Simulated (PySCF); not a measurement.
**Electronic structure of Te (tellurium, neutral) at the r2SCAN level**

Configuration: [Kr] 4d10 5s2 5p4, high-spin 3P determinant. Computed with PySCF 2.14 in aug-cc-pVDZ-PP with ECP28MDF (5s4p3d, 32 functions), with scalar relativity through the core potential.

```json
{
 "Total energy": "-268.0805 hartree",
 "One-electron energy": "-466.8774 hartree",
 "Hartree (Coulomb) energy": "219.6466 hartree",
 "Exchange-correlation energy": "-20.8497 hartree",
 "⟨S²⟩": "2.0042",
 "⟨L²⟩": "2.014",
 "Sum of ⟨r⟩": "31.17 bohr",
 "Sum of ⟨r²⟩": "59.49 bohr²",
 "Traceless quadrupole moment −½Σ⟨3z² − r²⟩ along its main axis": "-3.52 e·bohr²",
 "Time after the integrals": "0.87 s of wall time on 1 thread of Neoverse-N1 (shared host)"
}
```

| shell | electrons | mean orbital energy (hartree) | spread (hartree) | rms radius, mean of both spins (bohr) |
| --- | --- | --- | --- | --- |
| 4s α | 1 | -6.23064 | 0 | 0.819 |
| 4s β | 1 | -6.22568 | 0 | 0.819 |
| 4p α | 3 | -4.35760 | 0.02018 | 0.882 |
| 4p β | 3 | -4.35318 | 0.01630 | 0.882 |
| 4d α | 5 | -1.55849 | 0.02269 | 1.05 |
| 4d β | 5 | -1.55041 | 0.01649 | 1.05 |
| 5s α | 1 | -0.60514 | 0 | 2.23 |
| 5s β | 1 | -0.53228 | 0 | 2.23 |
| 5p α | 3 | -0.25205 | 0.04422 | 2.85 |
| 5p β | 1 | -0.19896 | 0 | 2.85 |

Energies and moments cover only the electrons outside the core potential.
